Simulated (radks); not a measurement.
Results of a calculation; reference values are marked as such.
Isoelectronic series with 50 electrons, each ion in its NIST ground configuration. Code: a radial shooting solver on a logarithmic mesh with Libxc functionals. Model: scalar-relativistic Kohn-Sham, r2SCAN, spin-unpolarised, spherical densities, finite nucleus; meta-GGA in the generalised Kohn-Sham scheme; Fermi nuclear charge, rms radius of each element as measured or else 0.836 A^(1/3) + 0.57 fm. Total energies (hartree) and orbital eigenvalues (Ry) (* marks an orbital that is empty in some or all of the ions):

[
 {"ion": "Cs5+", "configuration": "[Kr] 4d10 5s2 5p2", "E (hartree)": "-7781.6011", "4f*": "-3.16078", "5p*": "-4.61639", "5s*": "-5.80418", "4d": "-9.78342", "4p": "-16.33593"},
 {"ion": "Ba6+", "configuration": "[Kr] 4d10 5s2 5p2", "E (hartree)": "-8127.6906", "4f*": "-4.64374", "5p*": "-5.81340", "5s*": "-7.13657", "4d": "-11.82799", "4p": "-18.74182"},
 {"ion": "La7+", "configuration": "[Kr] 4d10 5s2 5p2", "E (hartree)": "-8482.3238", "4f*": "-6.30549", "5p*": "-7.10770", "5s*": "-8.56882", "4d": "-14.01682", "4p": "-21.29721"},
 {"ion": "Ce8+", "configuration": "[Kr] 4d10 5s2 5p2", "E (hartree)": "-8845.5458", "4f*": "-8.13134", "5p*": "-8.49710", "5s*": "-10.09919", "4d": "-16.34699", "4p": "-23.99935"},
 {"ion": "Pr9+", "configuration": "[Kr] 4d10 4f2 5s2", "E (hartree)": "-9217.2797", "4f*": "-9.13133", "5p*": "-9.50686", "5s*": "-11.18583", "4d": "-17.70581", "4p": "-25.65578"},
 {"ion": "Nd10+", "configuration": "[Kr] 4d10 4f2 5s2", "E (hartree)": "-9598.3544", "4f*": "-11.14202", "5p*": "-11.03734", "5s*": "-12.86389", "4d": "-20.21414", "4p": "-28.54542"},
 {"ion": "Pm11+", "configuration": "[Kr] 4d10 4f2 5s2", "E (hartree)": "-9988.2290", "4f*": "-13.30532", "5p*": "-12.66171", "5s*": "-14.64033", "4d": "-22.86624", "4p": "-31.58601"},
 {"ion": "Sm12+", "configuration": "[Kr] 4d10 4f2 5s2", "E (hartree)": "-10386.9473", "4f*": "-15.61607", "5p*": "-14.37843", "5s*": "-16.51378", "4d": "-25.65885", "4p": "-34.77424"},
 {"ion": "Eu13+", "configuration": "[Kr] 4d10 4f2 5s2", "E (hartree)": "-10794.6050", "4f*": "-18.07040", "5p*": "-16.18637", "5s*": "-18.48342", "4d": "-28.58963", "4p": "-38.10782"},
 {"ion": "Gd14+", "configuration": "[Kr] 4d10 4f2 5s2", "E (hartree)": "-11211.2401", "4f*": "-20.66539", "5p*": "-18.08473", "5s*": "-20.54870", "4d": "-31.65689", "4p": "-41.58517"},
 {"ion": "Tb15+", "configuration": "[Kr] 4d10 4f4", "E (hartree)": "-11637.3515", "4f*": "-22.05084", "5p*": "-19.41939", "5s*": "-21.97784", "4d": "-33.48203", "4p": "-43.75552"},
 {"ion": "Dy16+", "configuration": "[Kr] 4d10 4f4", "E (hartree)": "-12072.6986", "4f*": "-24.82735", "5p*": "-21.45370", "5s*": "-24.18921", "4d": "-36.74196", "4p": "-47.44176"},
 {"ion": "Ho17+", "configuration": "[Kr] 4d10 4f4", "E (hartree)": "-12517.3331", "4f*": "-27.74154", "5p*": "-23.57810", "5s*": "-26.49710", "4d": "-40.13780", "4p": "-51.27222"},
 {"ion": "Er18+", "configuration": "[Kr] 4d10 4f4", "E (hartree)": "-12971.2389", "4f*": "-30.79179", "5p*": "-25.79220", "5s*": "-28.90134", "4d": "-43.66854", "4p": "-55.24606"},
 {"ion": "Tm19+", "configuration": "[Kr] 4d10 4f4", "E (hartree)": "-13434.5515", "4f*": "-33.97678", "5p*": "-28.09572", "5s*": "-31.40212", "4d": "-47.33333", "4p": "-59.36269"},
 {"ion": "Yb20+", "configuration": "[Kr] 4d10 4f4", "E (hartree)": "-13907.2604", "4f*": "-37.29542", "5p*": "-30.48844", "5s*": "-33.99947", "4d": "-51.13156", "4p": "-63.62174"},
 {"ion": "Lu21+", "configuration": "[Kr] 4d10 4f4", "E (hartree)": "-14389.5095", "4f*": "-40.74674", "5p*": "-32.97023", "5s*": "-36.69380", "4d": "-55.06267", "4p": "-68.02294"},
 {"ion": "Hf22+", "configuration": "[Kr] 4d10 4f4", "E (hartree)": "-14881.4233", "4f*": "-44.32994", "5p*": "-35.54102", "5s*": "-39.48555", "4d": "-59.12624", "4p": "-72.56616"},
 {"ion": "Ta23+", "configuration": "[Kr] 4d10 4f4", "E (hartree)": "-15383.0266", "4f*": "-48.04434", "5p*": "-38.20077", "5s*": "-42.37504", "4d": "-63.32195", "4p": "-77.25141"},
 {"ion": "W24+", "configuration": "[Kr] 4d10 4f4", "E (hartree)": "-15894.4172", "4f*": "-51.88935", "5p*": "-40.94951", "5s*": "-45.36278", "4d": "-67.64952", "4p": "-82.07877"},
 {"ion": "Re25+", "configuration": "[Kr] 4d10 4f4", "E (hartree)": "-16415.7060", "4f*": "-55.86443", "5p*": "-43.78727", "5s*": "-48.44934", "4d": "-72.10875", "4p": "-87.04836"}
]

4f drops below 5p between Pr9+ and Nd10+. 4f drops below 5s between Eu13+ and Gd14+.
